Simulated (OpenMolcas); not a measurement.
# Be I: thermal populations, worked from levels

* Program: OpenMolcas
* Basis: ANO-L-VDZP [3s2p1d]
* Scalar Hamiltonian: non-relativistic, point nucleus
* Active space: 2 electrons in 4 orbitals (2s 2p)
* State averaging: 2S+1 = 3 even, 3 roots (0 in the spin-orbit step); 2S+1 = 1 even, 1 root; 2S+1 = 3 odd, 3 roots
* Spin-orbit coupling: RASSI with atomic mean-field integrals over the reference wave functions, term energies averaged over their components

Methods: CASSCF; SS-CASPT2, IPEA 0.25 Eh, imaginary shift 0.1 Eh (closed shells correlated: 1s). Measured levels: NIST Handbook of Basic Atomic Spectroscopic Data.

**Thermal populations.** Z = Σ (2J + 1) exp(-E/kT) with k = 0.695035 cm-1/K, over the levels below. No other level of either list lies under 42500 cm-1, which is above 7 kT at each temperature.

```csv
Level,2J + 1,SS-CASPT2,measured
2s2 1S0,1,0.0,0.0
2s 2p 3P* 0,1,22402,21978
2s 2p 3P* 1,3,22403,21979
2s 2p 3P* 2,5,22405,21981
```

```json
{"T (K)": "8000", "Z, SS-CASPT2": "1.160", "Z, measured levels": "1.173", "Ground level (%), SS-CASPT2": "86.2", "Ground level (%), measured levels": "85.3"}
```

At 8000 K, kT = 5560 cm-1, and the computed levels give Z = 1.000 + 0.018 + 0.053 + 0.089 = 1.160.

Without dynamic correlation excited terms often stand tens of per cent too high (terms of higher spin than the ground term too low), and those without a measured partner can miss by more than the paired ones (holds for CASSCF). Measured partners are found by configuration, term and J. A level has none where our copy of the source lacks it or the pairing is in doubt (some pairs that miss far off the trend of their configuration count as doubtful), and it then counts in no deviation. Levels of configurations outside the active space are missing.

* marks odd parity.
